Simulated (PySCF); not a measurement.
BrFH₃NOSi. Atoms are numbered in the order given.

```xyz
8

N     -1.3514     0.5750     1.6474
Si    -0.0105     0.5829     0.5718
O      0.0852     2.0121    -0.2620
F      1.2932     0.3334     1.5186
Br     0.0276    -0.9889    -1.0028
H     -2.2939     0.6316     1.2526
H     -1.3304    -0.0906     2.4252
H     -0.0557     2.7885     0.3111
```
Charge 0, spin multiplicity 1.

Geometry optimised at PBE-D3(BJ)/def2-SVP. This is a generated structure with no PubChem entry under its InChIKey; it may be hypothetical. Other conformers were not sampled.

These are PBE-D3(BJ)/def2-SVP (PySCF) values and carry that method's errors.

Frequencies are harmonic and unscaled.

Computed vibrational spectrum:
```
mode  ν (cm⁻¹)  IR (km/mol)            moving atoms (share of kinetic energy)
----  --------  -----------  ------------------------------------------------
1          154          5.4                    H 32 %, F 31 %, N 15 %, O 13 %
2          176          5.9                    H 34 %, N 26 %, O 18 %, F 10 %
3          202         25.5                             H 58 %, O 22 %, F 9 %
4          251         11.8  F 25 %, H 23 %, Br 17 %, Si 13 %, N 12 %, O 11 %
5          259          4.0           H 23 %, Br 23 %, O 20 %, F 14 %, N 12 %
6          309         21.8            F 34 %, Si 20 %, O 19 %, N 16 %, H 9 %
7          373         97.9                             H 65 %, O 20 %, N 9 %
8          434         10.7                   Si 35 %, H 34 %, N 13 %, Br 9 %
9          478        331.5                           H 52 %, Si 20 %, N 19 %
10         765        103.4           O 28 %, F 23 %, N 20 %, H 19 %, Si 10 %
11         798          8.0                            H 68 %, N 15 %, O 10 %
12         855        190.8                                   H 67 %, Si 17 %
13         913        138.4                    Si 46 %, N 26 %, F 15 %, H 9 %
14         966        140.1                   Si 48 %, O 25 %, F 13 %, H 12 %
15        1490         53.1                                    H 89 %, N 11 %
16        3488         38.2                                            H 96 %
17        3583         37.5                                     H 91 %, N 9 %
18        3739         79.6                                            H 94 %
```
